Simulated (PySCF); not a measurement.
3-silyloxypropanenitrile (C3H7NOSi), SMILES O(CCC#N)[SiH3].

The structure is a stationary point at B3LYP-D3(BJ)/def2-SVP. One conformer was computed; it need not be the lowest.

Two levels are set side by side: TDA-PBE/def2-SVPD (PySCF) and TDA-M06-2X/def2-SVPD (PySCF). Vertical, same geometry. The lowest singlet is HOMO→LUMO 99 % with PBE and HOMO−2→LUMO+5 28 %, HOMO−2→LUMO+3 15 %, HOMO−1→LUMO+4 14 %, HOMO−3→LUMO+4 11 % with the other functional; states are paired by order. Differences are taken from unrounded values.

```csv
quantity,TDA-PBE
lowest singlet excitation (eV),6.22
lowest triplet excitation (TDA) (eV),5.96
```

Question: These are the TDA-PBE values. What does TDA-M06-2X give? (Estimate from the structure and the level; the computed values follow.)

Answer: 
```tsv
quantity	TDA-M06-2X	TDA-PBE minus TDA-M06-2X
lowest singlet excitation (eV)	7.12	-0.90
lowest triplet excitation (TDA) (eV)	6.49	-0.54
```

A lower first singlet is the usual sign of a functional without exact exchange. Differences between two approximate levels are no errors against the true value.

Rough cost on one machine, each run with all the roots and properties that it gave: TDA-M06-2X against TDA-PBE about 10 times.
